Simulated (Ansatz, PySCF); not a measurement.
Dissociation curve of Si(Me)(Cl)3, SMILES C[Si](Cl)(Cl)Cl (CH3Cl3Si). The Si2–Cl8 bond (Si2 also carries C, Cl, Cl; Cl8 carries nothing else) is varied alone, starting from the PBE0/def2-TZVP optimised geometry.

Methods: RKS-B3LYP/6-311+G** = restricted B3LYP/6-311+G**, spherical d (PySCF 2.14.0); UCCSD(T) = Ansatz (a program for electronic structure) with CCSD(T) on UHF/cc-pVDZ, frozen core.

Energies relative to the lowest point of each curve near equilibrium, in mEh:

```csv
R / Å,RKS-B3LYP/6-311+G**
1.67,96.4
1.93,7.0
1.96,4.0
2.04,0.0
2.09,0.0
2.19,3.8
2.29,11.1
3.01,84.0
3.31,108.7
3.75,135.9
4.25,156.3
4.96,172.8
```

Question: Estimate the UCCSD(T) values at these points.

Answer: 1.67: 109.5; 1.93: 9.2; 1.96: 5.5; 2.04: 0.4; 2.09: 0.0; 2.19: 3.6; 2.29: 11.3; 3.01: 93.3; 3.31: 122.7; 3.75: 149.8; 4.25: 158.9; 4.96: 161.2 (mEh).

The restricted form behind RKS-B3LYP/6-311+G** keeps the bonding electrons paired and can't separate into open-shell fragments. The unrestricted solution behind UCCSD(T) changes between 3.01 and 3.31 Å, which can leave a kink. The unrestricted determinant behind UCCSD(T) is spin-contaminated at 3.01 to 5.92 Å (<S²> up to 1.0, against 0.00 for a pure singlet).
